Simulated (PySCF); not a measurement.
H6PSi, SMILES [SiH3][PH3+], charge +1. Heavy atoms are numbered as in [SiH3:1][PH3+:2]. Hydrogens are named by the atom that carries them.

Geometry: B3LYP-D3(BJ)/def2-TZVP. The isomer is the one that the SMILES or the coordinates give; other isomers of the formula were not compared.

Calculation: B3LYP/pcSseg-2 (PySCF).

GIAO shieldings, no solvent; atoms alike by connectivity are averaged. δ = σ(ref) − σ: ²⁹Si against TMS (σ = 325.2 ppm); ³¹P against PH3 (σ = 558.3 ppm); ¹H against TMS (σ = 31.68 ppm), references at their B3LYP-D3(BJ)/def2-TZVP geometries, non-relativistic.

```
atoms       nucleus  count  δ (ppm)
----------  -------  -----  -------
Si1 (SiH3)     ²⁹Si      1        ?
P2 (PH3)        ³¹P      1        ?
H on P2          ¹H      3     5.32
H on Si1         ¹H      3     4.97
```

Problem. What belongs in the gaps? (An estimate is asked for; the answer gives what the named calculation found.)

Solution. 
- Si1 (SiH3), δ (ppm): -77.8
- P2 (PH3), δ (ppm): 116.3
